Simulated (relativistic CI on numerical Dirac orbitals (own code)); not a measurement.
# One change at a time: Mn6+

Base calculation: Dirac-Coulomb-Breit CI, orbitals from a KLI potential per configuration, model QED (radiative potential, 1s self-energy scaled to tabulated hydrogen-like ionisation energies), unscaled Slater integrals.

Configuration list (outside the closed core [Ne]): 3s²3p⁶3d, 3s²3p⁵3d², 3s²3p⁶4s, 3s²3p⁶4p, 3s3p⁶3d², 3s²3p⁶4d, 3s²3p⁶4f, 3s²3p⁶5s, 3s²3p⁶5p, 3s²3p⁶5d, 3s²3p⁶5f, 3s²3p⁶6s, 3s²3p⁵3d4s, 3s²3p⁶5g, 3p⁶3d³, 3p⁵3d⁴. Double excitations out of closed p, d and f shells are left out; levels of such configurations are missing from the list, as are those of other unlisted configurations, and high levels can miss mixing partners. These lack a partner that the ground configuration has and come out too high: 3s²3p⁵3d4s.

Variants: (1) valence Slater integrals scaled by 0.9; (2) Breit term removed. Shifts of the energy above 3s²3p⁶3d ²D3/2, in cm⁻¹, for the lowest level and the first level of each name with at least 55 % of one term (blank where a level changes its place among those of its configuration and J or its character, or is not in the variant):

```csv
Level,Base,Δ(1),Δ(2),Measured
3s²3p⁶3d ²D3/2,0,0,0,0
3s²3p⁶3d ²D5/2,1296,0,+145,1350
3s²3p⁶4s ²S1/2,321600,-394,-134,318740
3s²3p⁵3d² ⁴D°1/2,352167,+6236,+458,
3s²3p⁵3d² ⁴D°3/2,352857,+6220,+496,
3s²3p⁵3d² ⁴D°5/2,354014,+6194,+573,
3s²3p⁵3d² ⁴D°7/2,355692,+6168,+723,
3s²3p⁵3d² ⁴G°11/2,373054,+4099,+716,
3s²3p⁵3d² ⁴G°9/2,374697,+4025,+629,
3s²3p⁵3d² ⁴G°7/2,376567,+3981,+589,
3s²3p⁵3d² ⁴P°5/2,377084,+3806,+582,
3s²3p⁵3d² ⁴G°5/2,378487,+3948,+576,
3s²3p⁵3d² ⁴P°3/2,379676,+3775,+603,
3s²3p⁵3d² ⁴P°1/2,381521,+3779,+616,
3s²3p⁵3d² ⁴F°3/2,388043,+2712,+424,
3s²3p⁵3d² ⁴F°5/2,388853,+2758,+555,
3s²3p⁵3d² ⁴F°9/2,389015,+2766,+750,
3s²3p⁵3d² ⁴F°7/2,389853,+2837,+687,
3s²3p⁵3d² ²D°5/2,392914,+2526,+659,
3s²3p⁵3d² ²F°5/2,393513,+2316,+623,
3s²3p⁶4p ²P°1/2,395573,+661,-6,397650
3s²3p⁵3d² ²F°7/2,396512,+2205,+716,
```

At this charge configurations can still be misplaced by up to about 7 % of their energy. 21 of the 25 excited levels that our extract of the measured tables holds in this range could be paired (the sources list more); they are missed by 2855 cm⁻¹ on average and 16553 at most, and levels without a partner can miss by more.

Measured levels: Corliss and Sugar, J. Phys. Chem. Ref. Data 6, 1253 (1977).

Ionisation energy from the two ground configurations alone: base 118.193 eV. The NIST ASD value (measured) is 119.203 eV.

LS names give the leading component of a level, which can be under half, so a name can repeat, a term be missing and a line seem to break the LS rules.
